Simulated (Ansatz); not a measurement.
The same molecule with X = B, Al, In. Ansatz, PBE0-D4/def2-TZVP geometries, multiplicity 1. Each molecule was computed in one conformer, which needn't be the lowest.

Elements past krypton have def2 core potentials.

```
 X              molecule  mean X–Cl bond length / Å  mean X–S bond length / Å  HOMO energy (B3LYP/def2-TZVPP) / eV  LUMO energy (PBE0/def2-TZVPP) / eV  HOMO–LUMO gap (ωB97M-V/def2-TZVPP) / eV
Al  `[SH][Al]([SH])[Cl]`                      2.091                     2.166                                -7.61                               -0.82                                    10.93
In  `[SH][In]([SH])[Cl]`                      2.321                     2.364                                -7.60                               -2.08                                     9.85
```

(1) Give the row for X = B, `SB(S)Cl`. (Best estimate.)

Answers

(1) Computed: 
```json
{"X": "B", "molecule": "`SB(S)Cl`", "mean X–Cl bond length / Å": "1.756", "mean X–S bond length / Å": "1.795", "HOMO energy (B3LYP/def2-TZVPP) / eV": "-7.50", "LUMO energy (PBE0/def2-TZVPP) / eV": "-1.00", "HOMO–LUMO gap (ωB97M-V/def2-TZVPP) / eV": "10.95"}
```

From B to In the mean X–Cl bond length rises at each step, by 0.565 Å in all; the mean X–S bond length rises at each step, by 0.569 Å in all; the HOMO energy (B3LYP/def2-TZVPP) isn't monotonic: highest at B, lowest at Al; the LUMO energy (PBE0/def2-TZVPP) isn't monotonic: highest at Al, lowest at In; the HOMO–LUMO gap (ωB97M-V/def2-TZVPP) falls at each step, by 1.10 eV in all. Bonds lengthen as the atom grows down the group.

B3LYP here is the variant with VWN-RPA as its local correlation; programs differ in this.
